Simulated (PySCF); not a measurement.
**Correlation energy of Cl⁻ (chlorine, charge -1)**

[Ar], closed-shell 1S. Computed with PySCF 2.14 in aug-cc-pVQZ-DK, with the spin-free X2C one-electron Hamiltonian (Gaussian nucleus). Frozen: [Ne]; 8 electrons correlated.

| level | correlation energy (mhartree) |
| --- | --- |
| CCSD | -240.10 |
| (T) | -10.94 |
| CCSD(T) | -251.04 |

Diagnostics: T1 = 0.0048, D1 = 0.0071, largest double amplitude 0.035.

Cost of the coupled-cluster step: about 4 core-seconds, for 8 correlated electrons.

Iterations:

```
CC2 = 0
CCSD nocc = 4, nmo = 79
frozen orbitals [0, 1, 2, 3, 4]
max_cycle = 100
direct = 0
conv_tol = 1e-08
conv_tol_normt = 1e-06
diis_space = 8
diis_start_cycle = 0
Init t2, MP2 energy = -461.211383335617  E_corr(MP2) -0.226260306689685
Init E_corr(CCSD) = -0.226260306690238
cycle = 1  E_corr(CCSD) = -0.235774344929427  dE = -0.00951403824  norm(t1,t2) = 0.0262083
cycle = 2  E_corr(CCSD) = -0.239281254760919  dE = -0.00350690983  norm(t1,t2) = 0.0081054
cycle = 3  E_corr(CCSD) = -0.239792900872507  dE = -0.000511646112  norm(t1,t2) = 0.00291926
cycle = 4  E_corr(CCSD) = -0.240117113664837  dE = -0.000324212792  norm(t1,t2) = 0.0010143
cycle = 5  E_corr(CCSD) = -0.240109723309736  dE = 7.3903551e-06  norm(t1,t2) = 0.000266049
cycle = 6  E_corr(CCSD) = -0.240096099818445  dE = 1.36234913e-05  norm(t1,t2) = 6.81736e-05
cycle = 7  E_corr(CCSD) = -0.240097529796461  dE = -1.42997802e-06  norm(t1,t2) = 1.66201e-05
cycle = 8  E_corr(CCSD) = -0.240097911527767  dE = -3.81731306e-07  norm(t1,t2) = 4.01994e-06
cycle = 9  E_corr(CCSD) = -0.240097794901364  dE = 1.16626403e-07  norm(t1,t2) = 8.15644e-07
cycle = 10  E_corr(CCSD) = -0.240097785577445  dE = 9.32391889e-09  norm(t1,t2) = 2.56341e-07
CCSD converged
E(CCSD) = -461.225220814505  E_corr = -0.2400977855774453
CCSD(T) correction = -0.0109383585521391
```
